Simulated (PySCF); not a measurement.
C8H12O.
Cartesian coordinates in Å at the GFN2-xTB level; atoms count from 1:
```
atom  x, y, z in Å
C1    -3.4828   -1.3254    0.2557
C2    -2.5386   -0.4560   -0.0752
C3    -1.1596   -0.4936    0.4179
C4    -0.8504   -0.9295    1.6411
C5    -0.1058    0.0074   -0.4892
C6    -0.2459    0.0023   -1.8157
O7     0.9937    0.4350    0.1917
C8     2.1051    0.8979   -0.5441
C9     3.2029    1.2526    0.4469
H10   -4.4892   -1.2385   -0.1178
H11   -3.2842   -2.1634    0.9028
H12   -2.7680    0.3563   -0.7524
H13    0.1681   -0.9396    1.9861
H14   -1.6068   -1.2694    2.3267
H15   -1.1417   -0.3836   -2.2637
H16    0.5134    0.3509   -2.4909
H17    1.8237    1.7824   -1.1335
H18    2.4516    0.1167   -1.2354
H19    4.0762    1.6210   -0.0839
H20    2.8501    2.0192    1.1316
H21    3.4793    0.3742    1.0241
```

Level of theory: PBE0/pcSseg-1 in PySCF (dipole) on a GFN2-xTB geometry, gas phase.

Take the most abundant isotopes and a rigid rotor. The values belong to one conformer with, in the numbering `[CH2:1]=[CH:2][C:3](=[CH2:4])[C:5](=[CH2:6])[O:7][CH2:8][CH3:9]`, C1–C2–C3–C4 -33°, C2–C3–C5–C6 -26°, C3–C5–O7–C8 178°, C5–O7–C8–C9 -178°.

Q: Give the principal moments of inertia and the rotational constants in MHz.

A: Ia = 124.03, Ib = 612.52, Ic = 716.60 u·Å²; 505379 MHz·u·Å²/I gives A = 4075, B = 825.1, C = 705.2 MHz.

Q: Classify the top.

A: A near-prolate asymmetric top. Ray's parameter κ = (2B − A − C)/(A − C) = -0.929; −1 is the prolate and +1 the oblate limit.

Q: Is it planar, by Δ = Ic − Ia − Ib?

A: Not planar: Δ = Ic − Ia − Ib = -19.95 u·Å². For a rigid frame Δ = −2 Σ m c², so Σ m c² = 9.97 u·Å² lies off the ab plane: 5.74 from hydrogen and 4.23 from heavier atoms. The atom farthest from that plane is 1.10 Å away.

Q: Give the other two planar moments, Paa and Pbb, and the rms extents of the mass along the axes.

A: Paa = Σ m a² = (Ib + Ic − Ia)/2 = 602.55 and Pbb = Σ m b² = (Ia + Ic − Ib)/2 = 114.05 u·Å². With the mass M = 124.09 u, the rms extents √(P/M) along a, b and c are 2.20, 0.96, 0.28 Å.

Q: List the rotational levels J(Ka,Kc) to J = 5 (MHz).

A: Above 0(0,0):
J = 1: 1(0,1) 1530, 1(1,1) 4780, 1(1,0) 4900
J = 2: 2(0,2) 4588, 2(1,2) 7721, 2(1,1) 8080, 2(2,1) 17829, 2(2,0) 17833
J = 3: 3(0,3) 9166, 3(1,3) 12130, 3(1,2) 12849, 3(2,2) 22420, 3(2,1) 22437, 3(3,1) 38971, 3(3,0) 38971
J = 4: 4(0,4) 15255, 4(1,4) 18005, 4(1,3) 19203, 4(2,3) 28539, 4(2,2) 28588, 4(3,2) 45098, 4(3,1) 45099, 4(4,1) 68260, 4(4,0) 68260
J = 5: 5(0,5) 22842, 5(1,5) 25344, 5(1,4) 27140, 5(2,4) 36184, 5(2,3) 36297, 5(3,3) 52760, 5(3,2) 52762, 5(4,2) 75919, 5(4,1) 75919, 5(5,1) 105699, 5(5,0) 105699

Q: Which lines would a microwave search look for?

A: The dipole components are |μa| = 0.94 D, |μb| = 0.43 D, |μc| = 0.11 D. The squared components, which scale the intensities, stand as 1.00 : 0.21 : 0.01 (a : b : c). Some lines, for components of 0.1 D or more:

```json
{"type": "a", "branch": "Q", "J(Ka,Kc)": "2(1,1) ← 2(1,2)", "MHz": "360", "lower level (cm⁻¹)": "0.258"}
{"type": "a", "branch": "Q", "J(Ka,Kc)": "3(1,2) ← 3(1,3)", "MHz": "719", "lower level (cm⁻¹)": "0.405"}
{"type": "a", "branch": "R", "J(Ka,Kc)": "1(0,1) ← 0(0,0)", "MHz": "1530", "lower level (cm⁻¹)": "0.000"}
{"type": "c", "branch": "Q", "J(Ka,Kc)": "2(1,2) ← 2(0,2)", "MHz": "3133", "lower level (cm⁻¹)": "0.153"}
{"type": "c", "branch": "Q", "J(Ka,Kc)": "1(1,1) ← 1(0,1)", "MHz": "3250", "lower level (cm⁻¹)": "0.051"}
{"type": "b", "branch": "Q", "J(Ka,Kc)": "3(1,2) ← 3(0,3)", "MHz": "3683", "lower level (cm⁻¹)": "0.306"}
{"type": "a", "branch": "R", "J(Ka,Kc)": "3(1,3) ← 2(1,2)", "MHz": "4409", "lower level (cm⁻¹)": "0.258"}
{"type": "a", "branch": "R", "J(Ka,Kc)": "3(2,1) ← 2(2,0)", "MHz": "4604", "lower level (cm⁻¹)": "0.595"}
{"type": "b", "branch": "R", "J(Ka,Kc)": "3(1,3) ← 2(0,2)", "MHz": "7542", "lower level (cm⁻¹)": "0.153"}
{"type": "b", "branch": "Q", "J(Ka,Kc)": "3(2,1) ← 3(1,2)", "MHz": "9588", "lower level (cm⁻¹)": "0.429"}
{"type": "c", "branch": "Q", "J(Ka,Kc)": "2(2,1) ← 2(1,1)", "MHz": "9749", "lower level (cm⁻¹)": "0.270"}
{"type": "b", "branch": "R", "J(Ka,Kc)": "2(2,1) ← 1(1,0)", "MHz": "12930", "lower level (cm⁻¹)": "0.163"}
{"type": "c", "branch": "R", "J(Ka,Kc)": "2(2,1) ← 1(1,1)", "MHz": "13049", "lower level (cm⁻¹)": "0.159"}
{"type": "b", "branch": "R", "J(Ka,Kc)": "2(2,0) ← 1(1,1)", "MHz": "13053", "lower level (cm⁻¹)": "0.159"}
{"type": "b", "branch": "R", "J(Ka,Kc)": "3(2,2) ← 2(1,1)", "MHz": "14340", "lower level (cm⁻¹)": "0.270"}
{"type": "c", "branch": "R", "J(Ka,Kc)": "3(2,1) ← 2(1,1)", "MHz": "14356", "lower level (cm⁻¹)": "0.270"}
{"type": "c", "branch": "R", "J(Ka,Kc)": "3(2,2) ← 2(1,2)", "MHz": "14700", "lower level (cm⁻¹)": "0.258"}
{"type": "c", "branch": "Q", "J(Ka,Kc)": "3(3,1) ← 3(2,1)", "MHz": "16534", "lower level (cm⁻¹)": "0.748"}
{"type": "b", "branch": "Q", "J(Ka,Kc)": "3(3,0) ← 3(2,1)", "MHz": "16534", "lower level (cm⁻¹)": "0.748"}
{"type": "b", "branch": "Q", "J(Ka,Kc)": "3(3,1) ← 3(2,2)", "MHz": "16550", "lower level (cm⁻¹)": "0.748"}
{"type": "c", "branch": "R", "J(Ka,Kc)": "3(3,0) ← 2(2,0)", "MHz": "21138", "lower level (cm⁻¹)": "0.595"}
{"type": "c", "branch": "R", "J(Ka,Kc)": "3(3,1) ← 2(2,1)", "MHz": "21141", "lower level (cm⁻¹)": "0.595"}
{"type": "b", "branch": "R", "J(Ka,Kc)": "3(3,0) ← 2(2,1)", "MHz": "21141", "lower level (cm⁻¹)": "0.595"}
```

Q: Estimate the classical rotational partition function at 100 K, 200 K and 500 K.

A: Point group C1, symmetry number σ = 1; q = (√π/σ)·√((kT/h)³/(ABC)), k/h = 20836.6 MHz/K: 109000 at 100 K, 310000 at 200 K, 1220000 at 500 K.

Stationary, but not proved a minimum. No vibrational averaging or centrifugal distortion is included, and the geometry carries the error of its method. A rigid rotor knows nothing of internal rotation, which can split or shift real lines.
